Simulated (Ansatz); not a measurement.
The first iterations of a band of C₂H₆ClFMg (11 atoms, charge 0, multiplicity 1).

All numbers below come from Ansatz, RKS PBE0-D4/STO-3G.

```yaml
movable_images: 8
climbing_image: no
spring: 5.0 eV/Å²
optimiser: quadratic models (default)
start_path: through a guess of the saddle point
force_threshold: 0.03 eV/Å
iteration_limit: 58
end_points: relaxed
```

Image 0:

```xyz
11
Properties=species:S:1:pos:R:3
Mg -0.822 1.134 -0.931
C 0.621 -0.208 -0.683
C 0.611 -0.958 0.676
Cl -1.976 2.504 -2.066
H -0.959 0.550 1.307
F -1.516 1.193 0.812
H 0.585 -0.978 -1.468
H 1.614 0.253 -0.785
H -0.321 -1.524 0.832
H 0.734 -0.274 1.536
H 1.429 -1.690 0.771
```

Image 9:

```xyz
11
Properties=species:S:1:pos:R:3
Mg -1.509 1.418 -0.358
C 1.169 -0.298 -0.384
C 0.105 -0.805 0.612
Cl -3.304 1.207 0.724
H 0.769 0.620 -0.904
F -0.198 1.808 -1.343
H 1.395 -1.076 -1.123
H 2.095 -0.052 0.149
H -0.834 -1.072 0.099
H -0.124 -0.047 1.380
H 0.435 -1.704 1.148
```

| iteration | highest image above the first end (eV) | largest band force component (eV/Å) |
| --- | --- | --- |
| 1 | 7.802 | 28.011 |
| 2 | 3.181 | 14.843 |
| 3 | 0.447 | 5.744 |
| 4 | 0.212 | 2.194 |
| 5 | 0.237 | 1.303 |
| 6 | 0.172 | 0.945 |
| 7 | 0.168 | 0.451 |
| 8 | 0.165 | 0.756 |
| 9 | 0.151 | 0.670 |
| 10 | 0.133 | 0.236 |
| 11 | 0.111 | 0.470 |

Question: Does the band converge within its limit, and where does its top end?

Answer: The run converged. It ended after 34 iterations with the highest image 0.082 eV above the first end. No image climbed, so the highest image needn't sit at the top of the path. The orbitals stay closed-shell, which can raise the energy where a bond breaks towards radicals; this wasn't checked here. Limits of this set-up: minimal basis.

Time of the run: 12 min on 1 thread of Intel(R) Xeon(R) Platinum 8259CL CPU @ 2.50GHz (Skylake/Cascade Lake), on a shared host, peak memory 0.17 GiB.
